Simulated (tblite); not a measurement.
C8H14Si.
Atom-mapped SMILES: `[CH3:1][CH2:2][C:3]1=[CH:4][SiH2:5][CH:6]=[CH:7][C@H:8]1[CH3:9]` (hydrogens: H10, H11, H12 on C1; H13, H14 on C2; H15 on C4; H16, H17 on Si5; H18 on C6; H19 on C7; H20 on C8; H21, H22, H23 on C9)

Geometry (GFN2-xTB, Å), atoms numbered from 1 in this order:
```
atom  x, y, z in Å
C1     2.5659    0.0350    1.2064
C2     2.0053   -0.0950   -0.2115
C3     0.5349    0.2302   -0.2422
C4     0.0851    1.4270   -0.6111
Si5   -1.7311    1.8666   -0.5373
C6    -2.3316    0.5735    0.6790
C7    -1.6252   -0.5280    0.8928
C8    -0.3731   -0.9085    0.1531
C9    -0.7829   -1.6734   -1.1194
H10    2.4287    1.0500    1.5724
H11    2.0580   -0.6443    1.8874
H12    3.6285   -0.1980    1.2165
H13    2.1701   -1.1149   -0.5688
H14    2.5474    0.5871   -0.8696
H15    0.8076    2.1766   -0.9087
H16   -1.9416    3.2289   -0.0302
H17   -2.3937    1.7311   -1.8459
H18   -3.2390    0.7280    1.2468
H19   -1.9606   -1.2735    1.6074
H20    0.1981   -1.5997    0.7837
H21   -1.3902   -2.5387   -0.8617
H22    0.0962   -2.0138   -1.6622
H23   -1.3615   -1.0192   -1.7667
```

Method: GFN2-xTB as coded in tblite; computed harmonic values from a numerical Hessian at the method's own geometry, unscaled. Against measured fundamentals such values can be off by several per cent, at times by over 20. Modes of hydrogen on silicon can be 10 to 20 % off. One conformer, not necessarily the lowest.

Harmonic wavenumbers (cm⁻¹): 61.9, 74.6, 125.1, 190.2, 216.3, 218.2, 228.5, 272.2, 331.8, 355.0, 416.1, 430.8, 512.2, 541.9, 624.4, 643.5, 655.3, 743.2, 779.0, 797.0, 804.0, 813.3, 824.0, 867.4, 936.6, 948.9, 993.5, 1026.8, 1070.2, 1078.7, 1084.0, 1105.8, 1141.5, 1204.2, 1234.5, 1268.7, 1289.4, 1315.7, 1344.8, 1364.5, 1396.9, 1410.3, 1488.0, 1493.0, 1496.8, 1500.3, 1505.2, 1664.5, 1689.9, 2166.6, 2207.7, 2921.4, 2958.0, 2979.5, 3000.3, 3023.3, 3027.7, 3028.2, 3031.5, 3033.6, 3039.4, 3043.1, 3049.0.

A = 1961, B = 1060, C = 881.1 MHz; mass 138.086 u (most abundant isotopes); point group C1, symmetry number 1.

Problem. What is the zero-point energy?

Solution. ½Σν̃ = 42044 cm⁻¹ = 502.95 kJ/mol.

Problem. Entropy at 298.15 K, 1 bar (ideal gas, RRHO, classical rotation)?

Solution. Translation 170.31, rotation 123.65, vibration 125.92: S = 419.9 J/(mol K).

Problem. And Cp and H(298.15 K) − H(0)?

Solution. Cp = 181.55 J/(mol K), of which vibrations give 148.29 (their classical limit is 63 R = 523.8); H(298.15 K) − H(0) = 30.93 kJ/mol without the zero-point energy, 21.01 from vibrations.

Problem. Blend soft modes into free rotors: weight 1/[1 + (100 cm⁻¹/ν̃)⁴] for the oscillator and the rest for a rotor with moment μB/(μ + B), μ = h/(8π²ν), B = 10⁻⁴⁴ kg m². What vibrational entropy results?

Solution. 118.88 J/(mol K) in place of 125.92, which changes −T·S at 298.15 K by +2.10 kJ/mol.

Problem. Which modes carry the vibrational entropy at 298.15 K?

Solution. 61.9 cm⁻¹: 18.39; 74.6 cm⁻¹: 16.85; 125.1 cm⁻¹: 12.64; 190.2 cm⁻¹: 9.31; 216.3 cm⁻¹: 8.33; 218.2 cm⁻¹: 8.26 J/(mol K); the other 57 give 52.14 together.

Problem. How do the functions run with temperature in this model?

Solution. 
```csv
T (K),S (J/(mol K)),Cp (J/(mol K)),H − H(0) (kJ/mol),G − H(0) (kJ/mol),ln q(vib)
100,288.3,78.8,5.26,-23.57,1.36
200,358.5,129.5,15.68,-56.03,3.93
300,421.0,182.5,31.27,-95.04,6.72
500,537.7,278.0,77.77,-191.08,12.54
800,690.7,372.2,176.53,-376.03,21.23
1000,778.4,413.3,255.29,-523.11,26.72
```

q(vib) and H(0) count from the zero-point level.

Problem. What must be added to the electronic energy to get the Gibbs energy at 298.15 K and 1 bar?

Solution. ZPE + [H(298.15 K) − H(0)] − T·S = 502.95 + 30.93 − 125.19 = 408.69 kJ/mol.

Hindered rotation and anharmonicity are outside this model. Other conformers, if any are populated, would add a mixing term that is left out. The structure is chiral; the term R ln 2 for an equal mix with its mirror image is left out.

The run took 0.93 s of wall time on an Intel Xeon 6975P-C with one thread, shared host. The figure is for the frequency step alone.
